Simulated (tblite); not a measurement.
C5H11NSSi.
SMILES with atom numbers: `[CH3:1][C:2](=[S:3])[C@@H:4]1[CH2:5][NH:6][SiH2:7][CH2:8]1` (hydrogens: H9, H10, H11 on C1; H12 on C4; H13, H14 on C5; H15 on N6; H16, H17 on Si7; H18, H19 on C8)

Computed with GFN2-xTB (tblite), gas phase: L-BFGS steps from a force-field or distance-geometry start until the largest atomic force falls under 0.01 eV/Å.

Step 1: E = -657.5919 eV
```
atom  x, y, z in Å  |  force x, y, z in eV/Å
C1     -2.6632    0.0953   -0.3525   -0.818  -0.028  -1.143
C2     -1.4848    0.1571    0.4456   -1.074  -0.078   6.752
S3     -1.7747    0.0898    2.2152    0.158   0.046  -3.011
C4     -0.1086    0.2539    0.1298    0.903   0.016  -0.194
C5      0.3321   -0.8996   -0.7578    0.618  -0.243  -0.507
N6      1.6359   -0.5094   -1.2973    0.041   0.271   0.431
Si7     2.4102    0.3289    0.0691    0.364  -0.044  -0.344
C8      0.9353    0.1921    1.2438    0.307   0.175  -0.269
H9     -2.3294    0.0358   -1.3925   -0.674   0.061  -0.155
H10    -3.2558   -0.7847   -0.0529    0.103   0.329  -0.332
H11    -3.2922    0.9852   -0.1580    0.226  -0.409  -0.319
H12     0.0804    1.1870   -0.4102   -0.284   0.150  -0.311
H13    -0.3911   -1.1366   -1.5360    0.144  -0.121  -0.173
H14     0.4788   -1.7673   -0.0879   -0.152   0.144  -0.595
H15     1.4915    0.1063   -2.1003    0.192  -0.430   0.160
H16     2.5260    1.7596   -0.2103    0.257   0.095  -0.112
H17     3.6014   -0.3096    0.5786    0.172  -0.184  -0.153
H18     0.9416   -0.8018    1.7214   -0.326   0.760   0.206
H19     0.8568    1.0273    1.9448   -0.155  -0.510   0.068
```

Step 2: E = -658.0655 eV
```
atom  x, y, z in Å  |  force x, y, z in eV/Å
C1     -2.6728    0.0952   -0.3652    0.137  -0.005   0.082
C2     -1.4953    0.1566    0.5107   -0.707  -0.037   3.812
S3     -1.7748    0.0899    2.1920   -0.057   0.010  -1.747
C4     -0.0980    0.2545    0.1282   -0.168  -0.141   0.117
C5      0.3384   -0.9032   -0.7642    0.265   0.036  -0.218
N6      1.6366   -0.5059   -1.2922    0.196   0.168   0.257
Si7     2.4143    0.3282    0.0649    0.375   0.034  -0.231
C8      0.9388    0.1943    1.2405    0.423   0.155  -0.265
H9     -2.3370    0.0365   -1.3938   -0.424   0.054  -0.244
H10    -3.2544   -0.7807   -0.0569   -0.024   0.173  -0.361
H11    -3.2893    0.9802   -0.1618    0.073  -0.216  -0.336
H12     0.0769    1.1885   -0.4136   -0.365   0.100  -0.256
H13    -0.3891   -1.1379   -1.5375    0.144  -0.106  -0.216
H14     0.4770   -1.7655   -0.0948   -0.096   0.003  -0.501
H15     1.4936    0.1013   -2.0982    0.197  -0.363   0.077
H16     2.5290    1.7608   -0.2116    0.262   0.074  -0.105
H17     3.6034   -0.3117    0.5769    0.181  -0.188  -0.152
H18     0.9379   -0.7931    1.7238   -0.283   0.628   0.199
H19     0.8550    1.0213    1.9455   -0.130  -0.379   0.088
```

Step 3: E = -658.2518 eV
```
atom  x, y, z in Å  |  force x, y, z in eV/Å
C1     -2.6678    0.0952   -0.3608    0.414   0.000   0.444
C2     -1.5138    0.1560    0.6067    0.409   0.073  -2.065
S3     -1.7793    0.0896    2.1553   -0.780  -0.142   2.613
C4     -0.1040    0.2506    0.1328   -0.342   0.013   0.241
C5      0.3450   -0.9027   -0.7713   -0.169   0.210   0.053
N6      1.6430   -0.5004   -1.2845    0.136   0.012   0.138
Si7     2.4255    0.3291    0.0577    0.326   0.137  -0.079
C8      0.9517    0.1992    1.2322    0.171   0.147  -0.241
H9     -2.3493    0.0382   -1.4006   -0.152   0.066   0.134
H10    -3.2551   -0.7754   -0.0681   -0.101   0.015  -0.309
H11    -3.2869    0.9734   -0.1721   -0.020  -0.034  -0.271
H12     0.0654    1.1913   -0.4211   -0.551  -0.177  -0.016
H13    -0.3843   -1.1409   -1.5435    0.193  -0.038  -0.230
H14     0.4742   -1.7653   -0.1100   -0.025  -0.142  -0.358
H15     1.4996    0.0902   -2.0958    0.219  -0.228  -0.087
H16     2.5369    1.7631   -0.2148    0.276   0.070  -0.098
H17     3.6089   -0.3174    0.5723    0.207  -0.192  -0.142
H18     0.9294   -0.7743    1.7299   -0.156   0.370   0.181
H19     0.8511    1.0098    1.9482   -0.055  -0.159   0.090
```

Step 4: E = -658.3289 eV
```
atom  x, y, z in Å  |  force x, y, z in eV/Å
C1     -2.6659    0.0952   -0.3591    0.308  -0.002   0.300
C2     -1.5095    0.1567    0.5870   -0.019  -0.023   0.202
S3     -1.7864    0.0883    2.1808   -0.402  -0.059   0.589
C4     -0.1049    0.2512    0.1344   -0.267  -0.013   0.166
C5      0.3437   -0.9013   -0.7711   -0.067   0.154   0.002
N6      1.6437   -0.5004   -1.2831    0.093   0.022   0.118
Si7     2.4281    0.3303    0.0571    0.293   0.117  -0.057
C8      0.9525    0.2005    1.2302    0.160   0.143  -0.170
H9     -2.3507    0.0387   -1.3988   -0.149   0.059   0.061
H10    -3.2558   -0.7752   -0.0705   -0.088   0.018  -0.271
H11    -3.2869    0.9730   -0.1742   -0.017  -0.032  -0.237
H12     0.0607    1.1895   -0.4209   -0.495  -0.117  -0.054
H13    -0.3826   -1.1412   -1.5454    0.181  -0.020  -0.226
H14     0.4740   -1.7664   -0.1130   -0.035  -0.121  -0.341
H15     1.5014    0.0883   -2.0966    0.225  -0.237  -0.072
H16     2.5392    1.7637   -0.2156    0.278   0.077  -0.102
H17     3.6107   -0.3190    0.5712    0.200  -0.185  -0.143
H18     0.9282   -0.7713    1.7314   -0.148   0.359   0.159
H19     0.8507    1.0086    1.9489   -0.052  -0.141   0.076
```

Task: Estimate the geometry and energy of step 5. (The exact step hangs on the optimiser's Hessian estimate; all steps are aligned on step 4, rigid shifts and turns removed.)

Result: E = -658.3837 eV, largest force 0.559 eV/Å
```
atom  x, y, z in Å  |  force x, y, z in eV/Å
C1     -2.6600    0.0951   -0.3538    0.158  -0.002   0.199
C2     -1.5106    0.1566    0.5968   -0.097  -0.078   0.545
S3     -1.7985    0.0864    2.2006   -0.264  -0.032   0.088
C4     -0.1095    0.2511    0.1386   -0.173  -0.023   0.117
C5      0.3432   -0.8982   -0.7726   -0.051   0.103   0.010
N6      1.6466   -0.4988   -1.2787    0.022   0.008   0.079
Si7     2.4366    0.3330    0.0543    0.204   0.099   0.006
C8      0.9578    0.2047    1.2246    0.067   0.129  -0.064
H9     -2.3565    0.0404   -1.3975   -0.041   0.052   0.085
H10    -3.2576   -0.7736   -0.0786   -0.074  -0.006  -0.201
H11    -3.2865    0.9707   -0.1814   -0.018   0.005  -0.165
H12     0.0473    1.1868   -0.4231   -0.470  -0.096  -0.036
H13    -0.3776   -1.1422   -1.5514    0.172   0.033  -0.219
H14     0.4727   -1.7690   -0.1234   -0.032  -0.121  -0.271
H15     1.5075    0.0811   -2.0978    0.235  -0.209  -0.097
H16     2.5468    1.7659   -0.2184    0.284   0.085  -0.104
H17     3.6162   -0.3242    0.5672    0.190  -0.171  -0.143
H18     0.9234   -0.7599    1.7361   -0.090   0.258   0.116
H19     0.8489    1.0032    1.9511   -0.024  -0.034   0.057
```

The energy changes by -0.0548 eV. The first-order estimate −F·Δx gives -0.0641 eV and the mean of the old and new forces, exact on a quadratic surface, -0.0548 eV. The step makes an angle of 12° with the force vector and moves no atom by more than 0.023 Å.

What follows is the cost of the whole relaxation. Time: 4.7 s. Hardware: AMD EPYC, one thread, shared host.
